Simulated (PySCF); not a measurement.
**Indirect couplings**

Geometry:
```tsv
atom	x (Å)	y (Å)	z (Å)
F1	-2.436	-1.204	0.015
C2	-1.238	-0.599	0.006
C3	-1.179	0.783	-0.035
C4	0.059	1.400	-0.045
C5	1.212	0.635	-0.013
F6	2.408	1.240	-0.023
C7	1.132	-0.754	0.030
F8	2.248	-1.493	0.064
C9	-0.099	-1.384	0.039
H10	-2.089	1.360	-0.058
H11	0.146	2.474	-0.078
H12	-0.162	-2.459	0.073
```

Method: B3LYP/pcJ-1 (spin–dipole term only in couplings to heteroatoms)//GFN2-xTB, PySCF 2.14; isolated molecule, single conformer, non-relativistic. Couplings are averaged over pairs made equivalent by symmetry, fast rotation or ring inversion, so a value needn't be that of the named pair in this geometry, while other rotamers aren't included; one pair stands for each set, and the list holds a selection of those of at least 0.8 Hz over up to four bonds, among pairs with at least one F or H atom (others weren't computed). One-bond C–F couplings come out tens of Hz too large with common functionals.

Isotopes: 13C, 19F, 1H.

| pair | bonds | J (Hz) |
| --- | --- | --- |
| F1, C2 | 1 | -312.6 |
| C3, H10 | 1 | ? |
| C4, H11 | 1 | 172.5 |
| C5, F6 | 1 | -311.1 |
| C7, F8 | 1 | -319.4 |
| C9, H12 | 1 | 172.8 |
| C2, H10 | 2 | -5.1 |
| C5, H11 | 2 | -5.5 |
| F8, C9 | 2 | ? |
| F1, C4 | 3 | ? |
| F1, C7 | 3 | 7.6 |
| F1, H12 | 3 | ? |
| C2, H11 | 3 | 13.5 |
| C3, F6 | 3 | 3.2 |
| C5, H12 | 3 | ? |
| F6, F8 | 3 | -14.0 |
| F6, C9 | 3 | -1.4 |
| C7, H11 | 3 | 9.2 |
| H10, H11 | 3 | 10.4 |
| F1, C5 | 4 | ? |
| F1, F8 | 4 | 1.1 |
| F1, H11 | 4 | 4.5 |
| C2, F6 | 4 | ? |
| C3, F8 | 4 | 6.0 |
| F6, H10 | 4 | ? |
| F6, H12 | 4 | 6.2 |

Question: Estimate the withheld couplings, with signs.

Answer: 
- 1J(C3,H10) = 172.2 Hz (bond length 1.078 Å, sp2 carbon)
- 2J(F8,C9) = 18.4 Hz (angle at C7 119°)
- 3J(F1,C4) = 6.3 Hz (dihedral angle 180°)
- 3J(F1,H12) = 8.6 Hz (dihedral angle 0°)
- 3J(C5,H12) = 7.5 Hz (dihedral angle 180°)
- 4J(F1,C5) = 6.3 Hz
- 4J(C2,F6) = 5.1 Hz
- 4J(F6,H10) = 2.9 Hz
